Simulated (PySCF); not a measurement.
## The 15-electron isoelectronic series, spin-free X2C

Calculated with PySCF 2.14 from differences of total energies of unrestricted determinants, without spin-orbit coupling. Each ion has its own even-tempered basis scaled to its charge (18s12p5d4f for the first); frozen: 1s2. Ionisation energies in eV.

```csv
ion,configuration,UHF,LDA,PBE,PBE0,r2SCAN,MP2 (outer shells),CCSD (outer shells),"NIST (with spin-orbit, Breit and QED)"
Pd³¹⁺,[Ne] 3s2 3p3 (4S),1873.2,1873.8,1874.1,1874.2,1874.9,1873.7,1873.5,1869 ± 7 (s)
Ag³²⁺,[Ne] 3s2 3p3 (4S),1983.7,1984.2,1984.6,1984.7,1985.4,1984.2,1984.0,1979 ± 8 (s)
Cd³³⁺,[Ne] 3s2 3p3 (4S),2097.4,2097.9,2098.3,2098.4,2099.2,2097.9,2097.7,2091 ± 8 (s)
In³⁴⁺,[Ne] 3s2 3p3 (4S),2214.4,2214.8,2215.3,2215.4,2216.2,2214.9,2214.7,2207 ± 8 (s)
Sn³⁵⁺,[Ne] 3s2 3p3 (4S),2334.6,2335.0,2335.5,2335.6,2336.4,2335.1,2334.9,2326 ± 9 (s)
Sb³⁶⁺,[Ne] 3s2 3p3 (4S),2458.1,2458.5,2458.9,2459.1,2459.9,2458.6,2458.4,2428 ± 5 (t)
Te³⁷⁺,[Ne] 3s2 3p3 (4S),2584.9,2585.2,2585.7,2585.9,2586.7,2585.4,2585.2,2552 ± 4 (t)
I³⁸⁺,[Ne] 3s2 3p3 (4S),2714.9,2715.2,2715.7,2715.9,2716.7,2715.4,2715.2,2680 ± 4 (t)
Xe³⁹⁺,[Ne] 3s2 3p3 (4S),2848.3,2848.6,2849.1,2849.3,2850.1,2848.8,2848.6,2811 ± 4 (t)
Cs⁴⁰⁺,[Ne] 3s2 3p3 (4S),2984.9,2985.2,2985.8,2985.9,2986.8,2985.5,2985.3,2945 ± 4 (t)
```

Each ion has its own basis, which adds noise of up to about 0.1 % along the series.

NIST values marked (s) are semi-empirical, (t) theoretical. Open shells are high-spin determinants of the terms that Hund's rules give; for the heavier ions, far from LS coupling, these are not the ground levels.

Spin-orbit coupling of the open shells is absent from the calculated values and included in NIST's; it grows fast with Z.
